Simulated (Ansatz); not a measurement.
Question: Name a neutral molecule of Al, C, F, N, S and H with HOMO–LUMO gap (B3LYP/def2-TZVPP) between 6.40 and 6.70 eV and size of the dipole moment (ωB97M-V/def2-TZVPP) between 1.45 and 1.75 D (Ansatz, PBE0-D4/def2-TZVP geometry).

Answer: `FC[NH][AlH][SH]` (6.53 eV, 1.60 D). Other molecules can fit too; these were computed, each in one conformer that needn't be the lowest.

B3LYP here is the variant with VWN-RPA as its local correlation; programs differ in this.
